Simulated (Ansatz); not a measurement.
Computed with Ansatz on PBE0-D4/def2-TZVP structures; ΔE is electronic, products minus reactants. CCSD(T)/CBS adds triple-zeta CCSD(T) − MP2 to the extrapolated MP2 energy (def2 sets, frozen cores). Functionals use def2-TZVPP. For Br outer-core shells are correlated without core-valence functions, which leaves a few kJ/mol of doubt a bond. Scalar relativity is left out up to krypton. Each species was taken in one conformer, which may not be the lowest.

Consider the redistribution: `[NH2][Al]([Cl])[Br]` + `CB(N)S` → `[NH2][Al]([SH])[Cl]` + `CB(N)Br`.

`[NH2][Al]([Cl])[Br]`:

Cartesian coordinates in Å:
```
N -0.448 0.879 -0.341
Al 0.327 -0.590 0.202
Cl 1.989 -1.324 -0.815
Br -0.468 -1.680 1.989
H -0.147 1.421 -1.134
H -1.253 1.293 0.099
```

`CB(N)S`:

```xyz
10

C     0.583   -1.255    0.210
B    -0.216    0.065   -0.096
N     0.307    1.324    0.209
S    -1.861   -0.129   -0.871
H     0.015   -1.914    0.873
H     1.551   -1.061    0.680
H     0.765   -1.824   -0.707
H    -0.163    2.194    0.032
H     1.211    1.431    0.635
H    -2.192    1.169   -0.963
```

`[NH2][Al]([SH])[Cl]`:

Z-matrix (Å, degrees):
```
N
Al 1 1.754
H 1 1.006 2 125.8
H 1 1.007 2 123.5 3 -180.0
S 2 2.173 1 123.5 3 -0.0
Cl 2 2.090 1 119.0 3 180.0
H 5 1.345 2 92.8 1 -0.1
```

`CB(N)Br`:

Cartesian coordinates in Å:
```
C 0.504 -0.209 -1.072
B 0.018 0.393 0.285
N -0.788 -0.275 1.194
Br 0.561 2.207 0.763
H 0.170 0.412 -1.907
H 0.146 -1.228 -1.238
H 1.596 -0.218 -1.117
H -1.092 0.129 2.063
H -1.115 -1.212 1.030
```

| species | r2SCAN-D4 energy (Eh) |
| --- | --- |
| `[NH2][Al]([Cl])[Br]` | -3332.87841 |
| `CB(N)S` | -519.56111 |
| `[NH2][Al]([SH])[Cl]` | -1157.49228 |
| `CB(N)Br` | -2694.93654 |

Task: Work out ΔE.

Result: ΔE = (-1157.49228) + (-2694.93654) − (-3332.87841) − (-519.56111) = 0.01070 Eh = +28.1 kJ/mol. CCSD(T)/CBS gives +26.7 kJ/mol.

Task: What do rigid-rotor, harmonic-oscillator terms from PBE0-D4/def2-TZVP frequencies (298.15 K, 1 bar) make of the CCSD(T)/CBS value? (Best estimate.)

Result: Computed: ΔZPE = -1.6 kJ/mol, ΔH = +25.4 kJ/mol, ΔS = -2 J/(mol·K), ΔG = +26.1 kJ/mol. Modes under 50 cm⁻¹ make the entropy rough.

Largest T1 diagnostic among the species: 0.011.

At CCSD(T), def2-SVP lies +7.6 kJ/mol from the extrapolated value and def2-TZVPP −0.6 kJ/mol. In def2-TZVPP, CCSD(T) changes the Hartree–Fock value by −5.1 kJ/mol (the triples alone add −0.7 kJ/mol) and MP2 by −5.2 kJ/mol. Leaving LDA and LC-ωPBE aside and taking each functional with its dispersion term where it has one, the values, not all of them listed here, spread over 3.6 kJ/mol, from PBE-D4 to BHLYP-D4.
